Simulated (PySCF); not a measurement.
Excitation energy of Au⁺ by level of theory

Au⁺ [Xe] 4f14 5d10 (1S) → Au⁺ [Xe] 4f14 5d9 6s1 (3D), as a difference of total energies. Calculation: PySCF 2.14, in def2-TZVPPD with the def2 core potential (60 electrons) (6s5p3d2f1g, 59 functions); a scalar-relativistic core potential. Correlated levels: valence: 5s2 5p6 frozen. The calculations carry no spin-orbit coupling.

| method | excitation energy (eV) |
| --- | --- |
| UHF | 2.118 |
| MP2 (valence) | 2.681 |
| SCS-MP2 (valence) | 2.738 |
| CCSD (valence) | 2.540 |
| CCSD(T) (valence) | 2.578 |

Q: How much does correlation contribute at CCSD(T) (valence)?

A: 2.578 − (2.118) = 0.460 eV, measured against UHF.
